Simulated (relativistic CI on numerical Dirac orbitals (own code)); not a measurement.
## How well does a small relativistic CI reproduce Mo II?

Method of calculation: Dirac-Coulomb-Breit CI, separate exchange-only KLI orbitals for each configuration, QED by a radiative potential, valence Slater integrals scaled by 0.85, P86 correlation energy added to each configuration (own radial code, finite nucleus).

Configuration list (outside the closed core [Kr]): 4d5, 4d4 5s, 4d4 5p, 4d3 5s2, 4d4 4f, 4d3 5s 5p, 4d4 6s, 4d4 5d, 4d4 6p, 4d4 7s, 4d4 6d, 4d4 7p, 4d4 5f, 4d4 5g, 4d4 7d, 4d3 5s 6s, 4d3 4f2, 4d3 5p2, 4d4 6f, 4d3 4f 5s. Levels of other configurations are missing.

| Configuration | Term (tabulated) | J | Measured (cm⁻¹) | Computed | Error | Purity (%) |
| --- | --- | --- | --- | --- | --- | --- |
| 4d5 | a 6S | 5/2 | 0.0 | 0 | 0 | 99 |
| 4d4 5s | a 6D | 1/2 | 11783.4 | 13976 | 2192 | 98 |
| 4d4 5s | a 6D | 3/2 | 12034.1 | 14201 | 2167 | 99 |
| 4d4 5s | a 6D | 5/2 | 12417.3 | 14552 | 2135 | 99 |
| 4d4 5s | a 6D | 7/2 | 12900.3 | 15002 | 2102 | 100 |
| 4d4 5s | a 6D | 9/2 | 13460.7 | 15532 | 2071 | 99 |
| 4d5 | a 4G | 5/2 | 15199.2 | 16650 | 1451 | 94 |
| 4d5 | a 4G | 7/2 | 15330.6 | 16747 | 1416 | 95 |
| 4d5 | a 4G | 9/2 | 15427.7 | 16825 | 1397 | 96 |
| 4d5 | a 4G | 11/2 | 15447.0 | 16851 | 1404 | 96 |
| 4d4 5p | z 6F° | 1/2 | 45853.1 | 46230 | 377 | 97 |
| 4d4 5p | z 6F° | 3/2 | 46148.1 | 46490 | 342 | 98 |
| 4d4 5p | z 6F° | 5/2 | 46614.1 | 46908 | 294 | 98 |
| 4d4 5p | z 4P° | 1/2 | 47208.4 | 48142 | 934 | 62 |
| 4d4 5p | z 6F° | 7/2 | 47232.0 | 47469 | 237 | 98 |
| 4d4 5p | z 6F° | 9/2 | 47999.5 | 48166 | 167 | 98 |
| 4d4 5p | z 4P° | 5/2 | 48860.6 | 51174 | 2314 | 75 |
| 4d4 5p | z 6F° | 11/2 | 48959.7 | 49013 | 53 | 98 |
| 4d4 5p | z 6P° | 3/2 | 49040.8 | 49375 | 334 | 82 |
| 4d4 5p | z 6P° † | 7/2 | 49481.0 | 49873 | 392 | 95 |
| 4d4 5p | z 6P° † | 5/2 | 49608.7 | 49397 | -211 | 71 |
| 4d4 5p | y 4G° | 9/2 | 62953.8 | 64055 | 1101 | 76 |
| 4d4 5p | y 4G° | 11/2 | 63207.4 | 64266 | 1059 | 77 |

Measured levels from NIST Handbook of Basic Atomic Spectroscopic Data (Sansonetti and Martin, J. Phys. Chem. Ref. Data 34, 1559 (2005)); pairs were made by configuration, J and term (by order where the table uses no LS term), so strongly mixed levels may be paired wrongly.

Mean error by configuration (cm⁻¹): 4d4 5s 2133; 4d5 1417; 4d4 5p 656. Over the excited levels the mean absolute error is 1177 cm⁻¹ (22 of the 26 excited levels that our extract of the source holds in range could be paired, and the others can miss by more), and the median relative error of those above 1,000 cm⁻¹ is 3.4 %. Some levels of the ground configuration have no partner. † marks terms whose computed intervals miss the measured ones by more than a factor of 2.5, or configurations far off the rest, from wrong mixing, a near crossing or a doubtful label or measurement; they are left out of the means.

Transition probabilities of persistent lines. The last column rescales the computed rate by the cube of measured over computed energy:

| λ measured (Å) | Lower | Upper | A tabulated (s⁻¹) | A computed | A rescaled |
| --- | --- | --- | --- | --- | --- |
| 2015.11 air | 4d5 a 6S_5/2 | 4d4 5p z 6P°_5/2 | 8.80e+07 | 2.15e+08 | 2.18e+08 |
| 2020.31 air | 4d5 a 6S_5/2 | 4d4 5p z 6P°_7/2 | 2.15e+08 | 2.86e+08 | 2.79e+08 |
| 2038.45 air | 4d5 a 6S_5/2 | 4d4 5p z 6P°_3/2 | 1.84e+08 | 2.39e+08 | 2.35e+08 |
| 2045.97 air | 4d5 a 6S_5/2 | 4d4 5p z 4P°_5/2 | 1.18e+08 | 5.44e+06 | 4.74e+06 |
| 2775.40 air | 4d4 5s a 6D_9/2 | 4d4 5p z 6P°_7/2 | 2.26e+08 | 2.37e+08 | 2.74e+08 |
| 2816.16 air | 4d4 5s a 6D_9/2 | 4d4 5p z 6F°_11/2 | 2.33e+08 | 2.62e+08 | 3.13e+08 |
| 2848.23 air | 4d4 5s a 6D_7/2 | 4d4 5p z 6F°_9/2 | 1.66e+08 | 1.95e+08 | 2.31e+08 |
| 2871.51 air | 4d4 5s a 6D_5/2 | 4d4 5p z 6F°_7/2 | 1.15e+08 | 1.49e+08 | 1.76e+08 |
